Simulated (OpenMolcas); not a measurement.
An atom or ion with 43 electrons was computed by MS-CASPT2, IPEA 0.25 Eh, imaginary shift 0.1 Eh with spin-orbit coupling (OpenMolcas, ANO-RCC-VTZP, DKH2). The lowest levels that the run gave, each within 12 % of the measured value where one is at hand:

```tsv
J	Parity	E (cm-1)	g
9/2	even	0.0	1.329
7/2	even	2090	1.237
5/2	even	3420	1.031
3/2	even	4270	0.410
3/2	even	11740	1.635
5/2	even	11800	1.594
1/2	even	13190	2.487
9/2	even	13640	1.096
7/2	even	15680	0.893
3/2	even	16760	1.289
11/2	even	18410	1.091
1/2	even	18640	0.850
```

Problem. Which ion is it, and what are the configurations and terms?

Solution. Rh²⁺ (Z = 45, charge +2; active space 7 electrons in 5 orbitals (4d)). J, parity and g give the terms where levels are pure, and mixed ones are named by the computed weights; the size of the splittings, set against known spectra of the 43-electron sequence, gives the charge. In order, with the measured energies in cm-1 (the list in Shadmi, J. Res. Natl. Bur. Stand. 70A, 435 (1966)): 4d7 4F 9/2, 4d7 4F 7/2 (2148), 4d7 4F 5/2 (3486), 4d7 4F 3/2 (4322), 4d7 4P 3/2 (10997), 4d7 4P 5/2 (11062), 4d7 4P 1/2, 4d7 2G 9/2, 4d7 2G 7/2, 4d7 2P 3/2 [56 %], 4d7 2H 11/2, 4d7 2P 1/2.

CASPT2 breaks the degeneracy within a term, and the mean is taken; among the terms shown or strongly mixed into the levels shown the widest spread is 810 cm-1 (4d7 4F). Levels of configurations with an s electron are missing; early in the row they begin among the upper levels of the d shell and mix with terms of their name. Measured partners are found by configuration, term and J. A level has none where our copy of the source lacks it or the pairing is in doubt (some pairs that miss far off the trend of their configuration count as doubtful), and it then counts in no deviation. Levels of configurations outside the active space are missing.

A share in square brackets marks a mixed level and gives the weight of the term that names it.
